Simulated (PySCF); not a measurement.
**Tc⁺ (technetium, charge +1): UHF calculation**

Configuration: [Kr] 4d5 5p1, high-spin 7P determinant (an excited configuration). Computed with PySCF 2.14 in dyall-av2z, with no relativity, point nucleus.

| Quantity | Value |
| --- | --- |
| Total energy | -4204.437427 hartree |
| One-electron energy | -5792.9741 hartree |
| Hartree (Coulomb) energy | 1712.8246 hartree |
| Exchange energy | -124.2879 hartree |
| Kinetic energy | 4204.44105 hartree |
| ⟨S²⟩ | 12.0011 |
| ⟨L²⟩ | 2.009 |
| Sum of ⟨r⟩ | 29.79 bohr |
| Sum of ⟨r²⟩ | 49.24 bohr² |
| Traceless quadrupole moment −½Σ⟨3z² − r²⟩ along its main axis | -7.32 e·bohr² |
| Density at the nucleus (Gaussians lack the cusp) | 55300 bohr⁻³ |
| Spin density at the nucleus | -3.46 bohr⁻³ |
| Langevin diamagnetic susceptibility | -39.0 ×10⁻⁶ cm³/mol |

```
shell  electrons  mean orbital energy (hartree)  spread (hartree)  rms radius, mean of both spins (bohr)
 1s β          1                     -758.35466                 0                                 0.0410
 1s α          1                     -758.35374                 0                                 0.0410
 2s α          1                     -109.40229                 0                                  0.167
 2s β          1                     -109.35497                 0                                  0.167
 2p α          3                     -100.73856           0.00094                                  0.146
 2p β          3                     -100.69309           0.00131                                  0.146
 3s α          1                      -20.45009                 0                                  0.454
 3s β          1                      -20.42906                 0                                  0.454
 3p α          3                      -17.02332           0.00065                                  0.452
 3p β          3                      -16.99576           0.00318                                  0.452
 3d α          5                      -10.78757           0.00217                                  0.434
 3d β          5                      -10.72219           0.00291                                  0.434
 4s α          1                       -3.59927                 0                                   1.16
 4s β          1                       -3.31509                 0                                   1.16
 4p α          3                       -2.53543           0.00141                                   1.27
 4p β          3                       -2.16845           0.01236                                   1.27
 4d α          5                       -0.85426           0.00918                                   1.74
 5p α          1                       -0.35781                 0                                   4.23
```

A non-relativistic calculation at this Z misses sizeable relativistic shifts.

Spin-orbit constants ζ (cm⁻¹) from the X2C one-electron operator on these orbitals (non-relativistic here): bare nucleus, nucleus screened by l(l+1)(2l+1)/3 electrons, and screened by the Breit-Pauli mean field of the electrons.

| shell | bare | screened nucleus | mean field |
| --- | --- | --- | --- |
| 2p | 575300 | 548500 | 535400 |
| 3p | 95750 | 91300 | 88640 |
| 3d | 15390 | 11810 | 11280 |
| 4p | 12870 | 12270 | 11870 |
| 4d | 1215 | 932.1 | 859.0 |
| 5p | 907.6 | 865.3 | 834.8 |

To first order the Landé constant is A = 139.1 cm⁻¹, so the lowest level has J = 2 and lies 0.0690 eV below the centre of the term. This holds in LS coupling only.
